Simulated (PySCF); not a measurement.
C₃H₈BNO, SMILES [C@@H]1(COB1N)C.

Geometry: PBE-D3(BJ)/def2-SVP. The structure was generated by enumeration; whether it is a known compound was not checked. Other conformers were not sampled.

The numbers are results of PBE-D3(BJ)/def2-SVP (PySCF), not measurements.

Harmonic, unscaled wavenumbers; measured fundamentals usually lie a few per cent lower.

| mode | ν (cm⁻¹) | IR (km/mol) | moving atoms (share of kinetic energy) |
|---|---|---|---|
| 1 | 120 | 5.1 | O 38 %, H 27 %, C 23 %, N 10 % |
| 2 | 161 | 0.3 | C 42 %, H 30 %, N 21 % |
| 3 | 217 | 0.2 | H 92 % |
| 4 | 298 | 2.7 | H 43 %, C 22 %, B 16 %, N 9 %, O 9 % |
| 5 | 355 | 165.7 | H 83 %, N 17 % |
| 6 | 368 | 1.6 | H 41 %, C 39 %, O 9 % |
| 7 | 507 | 5.0 | H 88 % |
| 8 | 591 | 7.8 | B 54 %, H 22 %, C 11 %, O 10 % |
| 9 | 606 | 2.3 | N 36 %, C 23 %, H 16 %, O 15 %, B 9 % |
| 10 | 731 | 1.9 | C 42 %, H 37 %, B 10 % |
| 11 | 831 | 1.1 | H 50 %, O 23 %, N 19 % |
| 12 | 855 | 2.2 | C 55 %, H 36 % |
| 13 | 883 | 3.9 | H 79 %, C 17 % |
| 14 | 966 | 4.8 | H 66 %, C 19 % |
| 15 | 975 | 99.2 | C 46 %, O 35 %, H 18 % |
| 16 | 1081 | 0.6 | C 50 %, H 49 % |
| 17 | 1109 | 10.5 | C 43 %, H 39 %, B 8 % |
| 18 | 1126 | 4.2 | H 64 %, C 30 % |
| 19 | 1152 | 0.2 | H 81 %, C 18 % |
| 20 | 1168 | 50.1 | H 42 %, B 33 %, C 15 % |
| 21 | 1261 | 18.2 | H 67 %, C 25 % |
| 22 | 1336 | 32.3 | H 42 %, C 37 %, B 15 % |
| 23 | 1348 | 3.8 | H 77 %, C 19 % |
| 24 | 1403 | 47.3 | H 73 %, B 22 % |
| 25 | 1422 | 22.0 | H 91 % |
| 26 | 1427 | 16.3 | H 92 % |
| 27 | 1451 | 4.3 | H 82 %, B 9 % |
| 28 | 1563 | 325.6 | H 38 %, B 34 %, N 25 % |
| 29 | 2949 | 59.6 | H 95 % |
| 30 | 2954 | 50.8 | H 97 % |
| 31 | 2995 | 1.8 | H 92 %, C 8 % |
| 32 | 3013 | 43.2 | H 90 %, C 10 % |
| 33 | 3032 | 28.1 | H 91 %, C 9 % |
| 34 | 3047 | 27.2 | H 91 %, C 9 % |
| 35 | 3530 | 35.2 | H 96 % |
| 36 | 3642 | 34.7 | H 91 %, N 9 % |
